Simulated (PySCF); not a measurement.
## Co(2+): ionisation energy

Co(2+) [Ar] 3d7 (4F) → Co(3+) [Ar] 3d6 (5D), as a difference of total energies. All numbers are calculated (PySCF 2.14, the non-relativistic Hamiltonian (point nucleus), in dyall-av2z (16s12p7d2f, 101 functions)). Correlated levels: valence: [Ar] frozen; virtual orbitals above 40 to 60 times the deepest correlated orbital energy dropped. The calculations carry no spin-orbit coupling.

Order these methods by the ionisation energy they give, lowest first.
A. CCSD(T) (valence)
B. UHF
C. CCSD (valence)
D. SCS-MP2 (valence)

B (31.411 eV), C (32.923 eV), A (32.970 eV), D (33.120 eV).

A first-order spin-orbit estimate (lowest level to lowest level, LS coupling) adds 0.026 eV.

These non-relativistic numbers lack the scalar-relativistic shift.

Errors of the correlated levels include the incompleteness of this basis and the frozen core.

For comparison: 33.5 ± 0.06 eV (semi-empirical (NIST evaluation); NIST Atomic Spectra Database, ionization energies).
